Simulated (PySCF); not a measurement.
C2H3BF2O2.

```xyz
10

B      0.7202     0.2339     0.9612
F      0.3205    -0.7820     1.6986
F      1.5415     1.1251     1.4854
O      0.3847     0.3742    -0.3608
C     -0.7496    -0.1638    -0.9257
C     -0.5994    -0.2957    -2.4143
O     -1.7124    -0.4403    -0.2755
H     -1.5300    -0.6810    -2.8468
H      0.2368    -0.9752    -2.6390
H     -0.3507     0.6850    -2.8463
```

The structure is a stationary point at ωB97X-D3(BJ)/def2-SVP. The values are those of a single conformer.

All values below come from PBE/pcSseg-1 in PySCF. Non-relativistic, no solvent.

Q: Give the absolute GIAO shielding of each atom: isotropic value and principal components (ppm). (The exact figures need the calculation; the answer reports its results.)

A: 
```json
[
 {"atom": "B1", "σ(iso)": "82.5", "σ11": "77.1", "σ22": "84.1", "σ33": "86.3", "span": "9.1"},
 {"atom": "F2", "σ(iso)": "272.2", "σ11": "132.3", "σ22": "316.5", "σ33": "367.7", "span": "235.4"},
 {"atom": "F3", "σ(iso)": "271.9", "σ11": "137.5", "σ22": "323.0", "σ33": "355.3", "span": "217.8"},
 {"atom": "O4", "σ(iso)": "82.2", "σ11": "-39.6", "σ22": "121.7", "σ33": "164.5", "span": "204.1"},
 {"atom": "C5", "σ(iso)": "11.7", "σ11": "-101.1", "σ22": "59.1", "σ33": "77.0", "span": "178.1"},
 {"atom": "C6", "σ(iso)": "156.9", "σ11": "135.4", "σ22": "147.4", "σ33": "188.0", "span": "52.6"},
 {"atom": "O7", "σ(iso)": "-165.8", "σ11": "-454.5", "σ22": "-269.4", "σ33": "226.6", "span": "681.1"},
 {"atom": "H8", "σ(iso)": "29.4", "σ11": "25.8", "σ22": "27.8", "σ33": "34.7", "span": "9.0"},
 {"atom": "H9", "σ(iso)": "29.0", "σ11": "25.7", "σ22": "28.2", "σ33": "33.0", "span": "7.2"},
 {"atom": "H10", "σ(iso)": "28.9", "σ11": "25.5", "σ22": "28.1", "σ33": "33.2", "span": "7.6"}
]
```
